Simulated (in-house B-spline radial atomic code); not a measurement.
S6+: [He] 2s2 2p6

Method: non-relativistic revTPSS, spin-polarised, spherical fractional occupations, point nucleus. Calculated with an all-electron radial atomic-structure program (B-spline basis).

Z_r = [3n² - l(l+1)]/(2<r>); Z_e = n√(-2ε); the last column is Slater's effective charge. Values are occupation-weighted means over spin.

| shell | electrons | ε (eV) | <r> (bohr) | Z_r | Z_e | Slater |
| --- | --- | --- | --- | --- | --- | --- |
| 1s | 2 | -2513.7 | 0.09713 | 15.44 | 13.59 | 15.70 |
| 2s | 2 | -313.47 | 0.4752 | 12.63 | 9.60 | 11.85 |
| 2p | 6 | -258.33 | 0.4367 | 11.45 | 8.71 | 11.85 |

The least bound orbital is 2p at -258.3 eV, while the most diffuse is 2s (<r> = 0.4752 bohr against 0.4367 bohr): energy order and size order differ.

The density falls to 0.001 bohr⁻³ at 1.517 bohr; Σ<r²> = 1.9817 bohr² gives, by the non-relativistic formula and without the paramagnetism of open shells, a Langevin diamagnetic susceptibility of -1.57×10⁻⁶ cm³/mol.
